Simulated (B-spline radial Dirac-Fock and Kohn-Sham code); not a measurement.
# Characteristic X-ray lines: Nd³⁺

System: the Nd³⁺ ion, [Xe] 4f1 6s2 (not the ground configuration).

Level of theory: ΔSCF Dirac-Fock with Breit, self-energy and vacuum polarisation, finite nucleus, configuration average; an atomic code on a B-spline grid. A line energy is the difference of two single-hole energies; the list is a selection of electric-dipole transitions between resolved j subshells. Correlation and solid-state effects are left out.

```csv
line,energy (eV),wavelength (Å)
K-N3,43330.2,0.28614
K-N2,43307.0,0.28629
K-M3,42260.0,0.29338
K-M2,42155.6,0.29411
K-L3,37355.7,0.33190
K-L2,36842.2,0.33653
L1-O3,7134.9,1.7377
L1-N3,6898.3,1.7973
L1-N2,6875.1,1.8034
L2-N4,6602.7,1.8778
L2-N1,6396.5,1.9383
L3-O1,6183.5,2.0051
L3-N5,6093.2,2.0348
L3-N4,6089.1,2.0362
L3-N1,5882.9,2.1075
L1-M3,5828.1,2.1274
L1-M2,5723.7,2.1662
L2-M4,5718.6,2.1681
L3-M5,5226.9,2.3721
L3-M4,5205.0,2.3820
L2-M1,5138.8,2.4127
L3-M1,4625.2,2.6806
M3-N5,1189.0,10.428
M5-N3,747.6,16.584
M4-N2,746.3,16.614
```

Values without a named source are computed, but for edge energies of neutral atoms, which are taken from tables.
